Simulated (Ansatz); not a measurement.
Abridged output of a molecular run in Ansatz:

```
Functional definition: HF
1980 factors; integrals over basis functions are off by at most 1.1e-3 eV
mean field evaluation 1: about -19327.1447 eV, gradient 4.9e1 eV
mean field evaluation 2: about -19327.2487 eV, gradient 4.9e1 eV
mean field evaluation 4: about -19332.8205 eV, gradient 4.9e0 eV
mean field evaluation 8: about -19332.9203 eV, gradient 3.5e-1 eV
mean field evaluation 16: about -19332.9214 eV, gradient 2.3e-6 eV
mean field -19332.92136997 eV, -710.4717560217 hartree, gradient 2.3e-6 eV, S^2 0.000000; 0 other end points of the search recorded, 0 dependent functions left out
12 core orbitals not correlated: weight in the atoms' cores, before any rotation towards them, 1.000 or more for the frozen orbitals, at most 0.000 for the correlated occupied ones
reference -19332.92136997 eV, -710.4717560217 hartree; 21, 21 occupied and 278, 278 virtual orbitals, 1980 factors
second order -29.53152437 eV of doubles, -0.00000000 eV of singles
cycle   1  -29.89921103 eV  change   -3.7e-1 eV  update   1.3e-1
cycle   2  -30.59756033 eV  change   -7.0e-1 eV  update   4.0e-2
cycle   3  -30.77711084 eV  change   -1.8e-1 eV  update   2.3e-2
cycle   4  -30.77475911 eV  change    2.4e-3 eV  update   6.1e-3
cycle   5  -30.76844660 eV  change    6.3e-3 eV  update   2.6e-3
cycle   6  -30.76895842 eV  change   -5.1e-4 eV  update   8.9e-4
cycle   7  -30.76898317 eV  change   -2.5e-5 eV  update   3.2e-4
cycle   8  -30.76881119 eV  change    1.7e-4 eV  update   1.1e-4
cycle   9  -30.76882398 eV  change   -1.3e-5 eV  update   4.5e-5
perturbative correction -1.05954921 eV, -0.0389377154 hartree
Total energy: -19364.74974317 eV, -711.6414271626 hartree
```

Its atoms:

```xyz
14

C    -0.0963   -0.5497   -2.2884
In   -0.6145    0.1088   -0.3176
C    -1.9252   -0.4369    1.2857
F    -0.1327    2.0600   -0.1327
P     1.8874    0.3730    0.9540
H    -0.9876   -0.6340   -2.9118
H     0.5798    0.1795   -2.7352
H     0.3940   -1.5239   -2.2558
H    -1.8855    0.3394    2.0502
H    -2.9517   -0.5299    0.9283
H    -1.6258   -1.3902    1.7238
H     1.7417    1.2528    2.0439
H     2.7073    1.1914    0.1533
H     2.9091   -0.4404    1.5023
```

**Question.** Which basis set was used?
A. def2-TZVPP
B. def2-SVPD
C. def2-TZVPPD
D. def2-QZVPP

**Answer.** A. It gives 311 functions.

**Question.** Write the keys of the input that set method, charge and spin (a neutral closed shell needs none for the last two).

**Answer.** 
```yaml
correlation: {method: ccsd_t}
```
